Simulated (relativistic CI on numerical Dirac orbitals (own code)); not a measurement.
## How well does a small relativistic CI reproduce Pm I?

Computed by Dirac-Coulomb-Breit CI, separate exchange-only KLI orbitals for each configuration, QED by a radiative potential, valence Slater integrals scaled by 0.85, P86 correlation energy added to each configuration (own radial code, finite nucleus).

Configuration list (outside the closed core [Xe]): 4f⁵6s², 4f⁴6s²5d, 4f⁵6s6p, 4f⁵6s5d, 4f⁴6s²6p, 4f⁴6s²8s, 4f⁴6s²7d, 4f⁴6s7s², 4f⁴6s²9s, 4f⁵7s². Levels of other configurations are missing.

| Configuration | Term (tabulated) | J | Measured (cm⁻¹) | Computed | Error | Purity (%) |
| --- | --- | --- | --- | --- | --- | --- |
| 4f⁵6s² | 6H° | 5/2 | 0.0 | 0 | 0 | 96 |
| 4f⁵6s² | 6H° | 7/2 | 803.8 | 831 | 27 | 97 |
| 4f⁵6s² | 6H° | 9/2 | 1748.8 | 1813 | 64 | 98 |
| 4f⁵6s² | 6H° | 11/2 | 2797.1 | 2905 | 108 | 98 |
| 4f⁵6s² | 6H° | 13/2 | 3919.0 | 4075 | 156 | 97 |
| 4f⁵6s² | 6H° | 15/2 | 5089.8 | 5295 | 206 | 95 |

Measured levels from NIST Handbook of Basic Atomic Spectroscopic Data (Sansonetti and Martin, J. Phys. Chem. Ref. Data 34, 1559 (2005)); pairs were made by configuration, J and term (by order where the table uses no LS term), so strongly mixed levels may be paired wrongly.

Mean error by configuration (cm⁻¹): 4f⁵6s² 112. Over the excited levels the mean absolute error is 112 cm⁻¹ (5 of the 12 excited levels that our extract of the source holds in range could be paired, and the others can miss by more), and the median relative error of those above 1,000 cm⁻¹ is 3.9 %. Some levels of the ground configuration have no partner.
